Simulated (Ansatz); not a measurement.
Basis-set extrapolation for CH4ClOSSi (`CO[Si](S)Cl`) radical (PBE0-D4/def2-TZVP geometry, frozen core, the Gaussian-basis code of Ansatz). Multiplicity 2, UHF reference.

```
                       def2-TZVPP    def2-QZVPP
                 HF  -1261.194823  -1261.233765
    MP2 correlation     -0.868944     -0.943580
CCSD(T) correlation     -0.960114       not run
```

Energies in hartree. Use E(X) = E(∞) + A·exp(−7.88·√X) for Hartree–Fock and E(X) = E(∞) + B·X^(−2.97) for correlation, with X = 3 and 4, and add CCSD(T) minus MP2 of the smaller set to the MP2 limit.

Q: What is the CCSD(T) energy at the basis-set limit?

A: HF limit: -1261.233765 + (-0.038942) × 0.13774 = -1261.23913. MP2 limit: -0.943580 + (-0.074636) × 0.74074 = -0.99887. Higher-order term: -0.960114 − (-0.868944) = -0.09117. Total: -1262.32917 hartree, 4.74 eV below CCSD(T)/def2-TZVPP.
